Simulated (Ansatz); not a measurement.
`COB(Br)OC` and `COB(S)Br` differ in one atom or group.

Ansatz, PBE0-D4/def2-TZVP geometries, multiplicity 1. Each molecule was computed in one conformer, which needn't be the lowest.

Scalar relativity is left out up to krypton.

| property | `COB(Br)OC` |
| --- | --- |
| size of the dipole moment (PBE/def2-TZVPP) / D | 2.45 |
| HOMO–LUMO gap (B3LYP/def2-TZVPP) / eV | 8.44 |
| HOMO–LUMO gap (ωB97M-V/def2-TZVPP) / eV | 12.63 |
| size of the dipole moment (B3LYP/def2-TZVPP) / D | 2.51 |
| zero-point energy (PBE0-D4/def2-TZVP) / kJ/mol | 238.9 |
| size of the dipole moment (ωB97M-V/def2-TZVPP) / D | 2.54 |

(1) Give the same properties after the change, and the shifts. (Best estimate.)

Results:

(1) Ansatz gave: 
```csv
property,`COB(S)Br`,shift
size of the dipole moment (PBE/def2-TZVPP) / D,1.92,-0.53
HOMO–LUMO gap (B3LYP/def2-TZVPP) / eV,7.31,-1.13
HOMO–LUMO gap (ωB97M-V/def2-TZVPP) / eV,11.96,-0.67
size of the dipole moment (B3LYP/def2-TZVPP) / D,2.01,-0.50
zero-point energy (PBE0-D4/def2-TZVP) / kJ/mol,151.8,-87.1
size of the dipole moment (ωB97M-V/def2-TZVPP) / D,2.04,-0.50
```

With PBE0 the HOMO rises by 0.27 eV and the LUMO falls by 0.95 eV, so the gap narrows by about 1.22 eV. PBE moves the HOMO by 0.17 eV and ωB97M-V by 0.36 eV. The zero-point energy changes by -87.1 kJ/mol with -9 modes. Dipoles are sizes alone; their direction can turn.

B3LYP here is the variant with VWN-RPA as its local correlation; programs differ in this.

Spin–orbit coupling is left out; it splits and shifts lone-pair levels of the heavy atoms by tenths of an eV.
